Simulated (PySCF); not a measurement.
**Static response to an electric field**

Compound: C4H12N2Si.
Atom-mapped SMILES: `[SiH3:1][NH:2][N:3]1[CH2:4][CH2:5][CH2:6][CH2:7]1` (hydrogens: H8, H9, H10 on Si1; H11 on N2; H12, H13 on C4; H14, H15 on C5; H16, H17 on C6; H18, H19 on C7)

Structure used (GFN2-xTB), in Å, numbered top down from 1:
```xyz
19
C4H12N2Si angstrom
Si     2.9268    0.1797    0.1133
N      1.4613   -0.6858   -0.1424
N      0.2792    0.0267   -0.3690
C     -0.6224   -0.6649   -1.2781
C     -1.9478    0.0808   -1.1207
C     -1.8705    0.7171    0.2822
C     -0.5107    0.2804    0.8266
H      3.9369   -0.8771    0.1661
H      3.0578    1.0748   -1.0302
H      2.9884    0.9644    1.3582
H      1.3073   -1.5831    0.3210
H     -0.7312   -1.7259   -0.9891
H     -0.2194   -0.6233   -2.2904
H     -2.0407    0.8522   -1.8829
H     -2.7954   -0.5961   -1.2161
H     -1.9181    1.8024    0.2115
H     -2.6802    0.3822    0.9287
H     -0.0226    1.0434    1.4348
H     -0.6086   -0.6387    1.4344
```

Level: CAM-B3LYP/def2-SVPD (PySCF), static field, nuclei fixed, core orbitals frozen in the response. The polarisability tensor in these axes (au):

```
x   102.38  -1.85   4.15
y    -1.85  81.06   2.10
z     4.15   2.10  83.45
```

Task: What are the eigenvalues, a third of the trace, and Δα (Δα² = ½Σ(αi − αj)² over the three pairs)?

Result: Principal values 79.22, 84.34 and 103.33 au; mean 88.96 au = 13.18 Å³ = 14.67 × 10⁻⁴⁰ C²·m²/J; Δα = 22.01 au (25 % of the mean).

Task: What is the dipole moment, and where does it point?

Result: (-1.41, -0.66, 0.65) D, 1.69 D in size, pointing from the negative to the positive side. Measured along this direction, the outermost atoms are H9 at the negative end and H17 at the positive end.

Task: In a dilute gas of rigid molecules at 298 K, how does the orientational term μ²/3kT compare with the electronic polarisability?

Result: In Gaussian units μ²/3kT = 23.03 Å³ against 13.18 Å³, a ratio of 1.75; the Debye molar polarisation (4π/3)N_A(α + μ²/3kT) is 91.3 cm³/mol, leaving out the vibrational part.

Task: Find the Langevin capture rate constant for H3+ (3.023 u) meeting this molecule (116.077 u), k = 2.342 × 10⁻⁹ cm³/s × √(α in Å³ / reduced mass in u).

Result: The reduced mass is 2.95 u, so k = 4.95 × 10⁻⁹ cm³/s. The formula leaves out the permanent dipole, which adds to the capture rate.

Task: In TDDFT the mean static polarisability is Σ f/ω² over all singlet excitations (ω in hartree). How much of it do the 8 lowest give? Their energies (eV) and oscillator strengths: 6.12, 0.0169; 6.44, 0.0189; 6.94, 0.0227; 7.18, 0.0091; 7.21, 0.0643; 7.28, 0.0118; 7.44, 0.0147; 7.53, 0.0251.

Result: They add up to 2.76 au, 3.1 % of the 88.96 au; the largest single term is 0.92 au, from the state at 7.21 eV. Terms in order: 0.33, 0.34, 0.35, 0.13, 0.92, 0.17, 0.20, 0.33 au. Higher excitations give the rest. The strengths listed sum to 0.184.

Task: Estimate the molar refractivity from the static electronic polarisability.

Result: Lorentz–Lorenz: R = (4π/3)N_A α = 2.5225 cm³/(mol·Å³) × 13.18 Å³ = 33.3 cm³/mol, in the limit of long wavelengths.

Geometry: GFN2-xTB, one conformer, isolated molecule. GFN2-xTB frequencies show an imaginary mode (26i cm⁻¹), so this geometry is no minimum at that level.
